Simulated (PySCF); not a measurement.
Two-component Hartree-Fock for Mo¹⁹⁺ (molybdenum, charge +19)

Start: [Ar] 3d5; 3d3/2 filled at m_j = -3/2, -1/2, +1/2, +3/2; 3d5/2 filled at m_j = +5/2. Calculated with PySCF 2.14 in an even-tempered Gaussian basis (17 s from 2.1 bohr⁻², ratio 2.8; 12 p from 2.7 bohr⁻², ratio 2.8; 8 d from 2.7 bohr⁻², ratio 2.8; 4 f from 10 bohr⁻², ratio 3): generalised Hartree-Fock with the X2C-1e Hamiltonian and a Gaussian nucleus; one run each with spin-orbit coupling (SO) switched off, then screened by Boettger's factors.

```tsv
spinor shell	electrons	ε, spin-free (eV)	ε, screened SO (eV)	weight of nominal j (screened SO)	rms radius, screened SO (bohr)
1s1/2	2	-20759.8	-20758.8	1.000	0.0404
2s1/2	2	-3557.3	-3556.9	1.000	0.166
2p1/2	2	-3243.8	-3319.5	0.994	0.144
3s1/2	2	-1086.7	-1086.6	1.000	0.432
3p1/2	2	-978.33	-1002.4	0.795	0.425
3p3/2	4	-978.33	-966.71	0.898	0.434
3d3/2	4	-836.14	-836.55	0.606	0.397
3d5/2	1	-836.14	-834.15	1.000	0.398
```

(1) Where does 2p3/2 lie, and what is the 2p spin-orbit splitting (screened SO)?

| quantity | spin-free | screened SO |
| --- | --- | --- |
| E (hartree) | -3859.03831 | -3859.54384 |
| M_J | 5/2 | 5/2 |
| ⟨J²⟩ | 8.751 | 8.751 |
| ⟨L²⟩ | 0.000 | 0.122 |
| ⟨S²⟩ | 8.751 | 8.477 |

Each row is a mean over spinors that exchange with the open shell spreads, by up to 32.240 eV (3p3/2).

Rows whose weight is well below 1 are mixtures of j = l ± 1/2: exchange outweighs spin-orbit coupling there, and the label is only the starting occupation.

Breit and QED terms are absent; they matter most for the inner s and p1/2 levels.

Densities and radii are taken from the X2C orbitals without a picture-change correction, which distorts them close to the nucleus.

Without spin-orbit coupling the j labels of p, d and f shells carry no meaning; the spin-free column gives the mean over the occupied spinors of each nl shell.

Results:

(1) At -3208.1 eV, 111.34 eV above 2p1/2.
